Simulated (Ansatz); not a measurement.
Born–Oppenheimer molecular dynamics of H₄O₄Zr (9 atoms, charge 0, multiplicity 1). It goes on from the last frame of an earlier run, with new velocities.

Computed with RHF/def2-SVP in Ansatz 0.2.0.

```yaml
ensemble: NVT, Langevin thermostat
time_step: 0.5 fs
steps_asked: 150
set_temperature: 1000 K
friction: 0.01 /fs
seed: 561879
```

First frame:

```xyz
9
Properties=species:S:1:pos:R:3
Zr -0.232 -0.222 0.111
O -0.196 0.113 1.984
H -0.238 0.602 2.770
O 1.600 -0.296 -0.562
H 2.502 -0.627 -0.456
O -1.126 1.296 -0.688
H -1.528 1.732 -1.409
O -1.081 -1.925 -0.545
H -1.893 -2.412 -0.491
```

(1) How far do the bonds stretch over the last three quarters of this one trajectory? (Pairs bonded in most of those frames.)

Answers

(1) 
| bond | mean (Å) | spread (Å) | shortest | longest |
| --- | --- | --- | --- | --- |
| Zr1–O2 | 1.997 | 0.064 | 1.90 | 2.10 |
| Zr1–O4 | 1.953 | 0.064 | 1.85 | 2.04 |
| Zr1–O6 | 1.962 | 0.063 | 1.85 | 2.05 |
| Zr1–O8 | 1.973 | 0.093 | 1.82 | 2.11 |
| O2–H3 | 0.945 | 0.035 | 0.88 | 1.00 |
| O4–H5 | 0.944 | 0.028 | 0.89 | 1.00 |
| O6–H7 | 0.950 | 0.019 | 0.91 | 0.99 |
| O8–H9 | 0.948 | 0.014 | 0.92 | 0.98 |

Pairs bonded in part of these frames only: Zr1–H7 25 %.

Mean temperature of the second half: 992 K. A run of 0.075 ps of so small a system gives no equilibrium averages.

The run took 6.4 min on 1 thread of Arm Neoverse V1 (shared host), peak memory 0.21 GiB.
